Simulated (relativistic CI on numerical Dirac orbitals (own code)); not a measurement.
## d4 in a ligand field

Computed with a parametric ligand-field model of a d^n configuration (Racah B and C, spin-orbit zeta, crystal field), exact diagonalisation.

Field parameters in Wybourne normalisation: Oh B⁴₀ = 21Dq, B⁴₄ = √(5/14) B⁴₀. The field is a parameter set, without covalency.

Q: Ground term and bands for B = 500, C = 2440, ζ = 0 cm⁻¹, Oh, 10Dq = 23500 cm⁻¹?

A: Ground term 3T1 with 0.02 electrons in the two orbitals of the cubic e set. Spin-allowed: 3E 21227 cm⁻¹ (471 nm), 3T1 21858 cm⁻¹ (457 nm), 3T2 22466 cm⁻¹ (445 nm), 3A1 23171 cm⁻¹ (432 nm). Lowest spin-forbidden: 1T2 6965 cm⁻¹ (1436 nm), 1E 7595 cm⁻¹ (1317 nm), 5E 8911 cm⁻¹ (1122 nm).

Q: Ground term and bands for B = 500, C = 2440, ζ = 0 cm⁻¹, Oh, 10Dq = 17500 cm⁻¹?

A: Ground term 3T1 with 0.03 electrons in the two orbitals of the cubic e set. Spin-allowed: 3E 15357 cm⁻¹ (651 nm), 3T1 15997 cm⁻¹ (625 nm), 3T2 16579 cm⁻¹ (603 nm), 3A1 17319 cm⁻¹ (577 nm). Lowest spin-forbidden: 5E 3059 cm⁻¹ (3269 nm), 1T2 6810 cm⁻¹ (1468 nm), 1E 7479 cm⁻¹ (1337 nm).

Q: Ground term and bands for B = 500, C = 2440, ζ = 0 cm⁻¹, Oh, 10Dq = 9500 cm⁻¹?

A: Ground term 5E with 1.00 electrons in the two orbitals of the cubic e set. Spin-allowed: 5T2 9500 cm⁻¹ (1053 nm). Lowest spin-forbidden: 3T1 4577 cm⁻¹ (2185 nm), 1T2 11085 cm⁻¹ (902 nm), 1E 11689 cm⁻¹ (856 nm).

Q: Ground term and bands for B = 500, C = 2440, ζ = 0 cm⁻¹, Oh, 10Dq = 18500 cm⁻¹?

A: Ground term 3T1 with 0.03 electrons in the two orbitals of the cubic e set. Spin-allowed: 3E 16331 cm⁻¹ (612 nm), 3T1 16969 cm⁻¹ (589 nm), 3T2 17557 cm⁻¹ (570 nm), 3A1 18289 cm⁻¹ (547 nm). Lowest spin-forbidden: 5E 4029 cm⁻¹ (2482 nm), 1T2 6839 cm⁻¹ (1462 nm), 1E 7504 cm⁻¹ (1333 nm).

Q: Ground term and bands for B = 500, C = 2440, ζ = 0 cm⁻¹, Oh, 10Dq = 8500 cm⁻¹?

A: Ground term 5E with 1.00 electrons in the two orbitals of the cubic e set. Spin-allowed: 5T2 8500 cm⁻¹ (1176 nm). Lowest spin-forbidden: 3T1 5504 cm⁻¹ (1817 nm), 1T2 11963 cm⁻¹ (836 nm), 3E 12233 cm⁻¹ (817 nm).
